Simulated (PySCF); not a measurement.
## Nb (niobium, neutral) across methods

[Kr] 4d3 5s2, high-spin 4F determinant (an excited configuration). Computed with PySCF 2.14 in x2c-TZVPPall with one added diffuse shell each of s, p, d, f type (9s7p7d3f1g, 95 functions), with the spin-free X2C one-electron Hamiltonian (Gaussian nucleus).

| method | E (hartree) | mean ε 4d α (eV) | mean ε 5s α (eV) | mean ε 5s β (eV) | Σ⟨r²⟩ (bohr²) | ⟨S²⟩ |
| --- | --- | --- | --- | --- | --- | --- |
| PW91 | -3819.60 | -5.561 | -5.043 | -4.163 | 63.43 | 3.757 |
| B3LYP | -3819.37 | -6.480 | -5.400 | -4.718 | 63.47 | 3.756 |
| PBEsol | -3816.75 | -5.479 | -5.029 | -4.148 | 63.24 | 3.758 |
| LDA | -3814.72 | -5.486 | -5.172 | -4.349 | 62.94 | 3.756 |
| UHF | -3817.20882 | -10.632 | -6.801 | -5.483 | 66.58 | 3.776 |
| r2SCAN | -3819.31 | -6.044 | -5.174 | -4.188 | 63.95 | 3.777 |
| PBE0 | -3818.99 | -6.884 | -5.574 | -4.680 | 63.53 | 3.758 |
| BLYP | -3819.44 | -5.246 | -4.771 | -4.124 | 63.56 | 3.755 |
| PBE | -3818.92 | -5.517 | -4.982 | -4.120 | 63.47 | 3.757 |
